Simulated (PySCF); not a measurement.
Cd(F)(SMe) (CH3CdFS), SMILES C[S][Cd][F].

Geometry: B3LYP-D3(BJ)/def2-SVP. The def2 effective core potentials stand for the cores of Cd; spin–orbit coupling is left out. The values are those of a single conformer.

Two levels are set side by side: PBE/def2-TZVPD (PySCF) and HF/def2-TZVPD (PySCF). Same geometry, gas phase. Differences are taken from unrounded values.

```
quantity                        HF
---------------------------  -----
orbital gap (eV)             10.53
highest occupied level (eV)  -9.67
lowest empty level (eV)       0.86
dipole moment (D)             2.48
mean polarisability (bohr³)   58.6
```

Question: What does PBE give, and how far is it from HF? (The exact figures need the calculation; the answer reports its results.)

Answer: 
```json
[
 {"quantity": "orbital gap (eV)", "PBE": "3.19", "PBE minus HF": "-7.34"},
 {"quantity": "highest occupied level (eV)", "PBE": "-5.90", "PBE minus HF": "3.77"},
 {"quantity": "lowest empty level (eV)", "PBE": "-2.71", "PBE minus HF": "-3.57"},
 {"quantity": "dipole moment (D)", "PBE": "2.74", "PBE minus HF": "0.25"},
 {"quantity": "mean polarisability (bohr³)", "PBE": "69.6", "PBE minus HF": "11.0"}
]
```

PBE's occupied levels lie high since its potential decays too fast outside the molecule; exact exchange lowers them and widens the gap. PBE's more diffuse valence density responds more strongly to a field. Differences between two approximate levels are no errors against the true value.

Rough cost on one machine, each run with all the roots and properties that it gave: HF against PBE about 1/2.
